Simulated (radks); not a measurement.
Valence configurations of the argon ion Ar3+ (all share [Ne]). All-electron calculation, scalar-relativistic Kohn-Sham, PBEsol, spin-unpolarised, spherical densities, finite nucleus; Fermi nuclear charge, rms radius 3.4274 fm. Program: a radial shooting solver on a logarithmic mesh with Libxc functionals. Energies are relative to 3s2 3p3; eigenvalues in eV.

| valence | E (eV) | e(3p) | e(3s) |
|---|---|---|---|
| 3s2 3p3 | 0.000 | -49.876 | -65.472 |
| 3s1.5 3p3.5 | 7.803 | -50.122 | -65.737 |
| 3s1 3p4 | 15.614 | -50.365 | -65.997 |
| 3s0.5 3p4.5 | 23.435 | -50.604 | -66.253 |
| 3p5 | 31.264 | -50.839 | - |

NIST lists [Ne] 3s2 3p3 as the ground configuration; this level of theory agrees among the configurations tried. The energies are those of spherical spin-averaged densities, not of single terms.
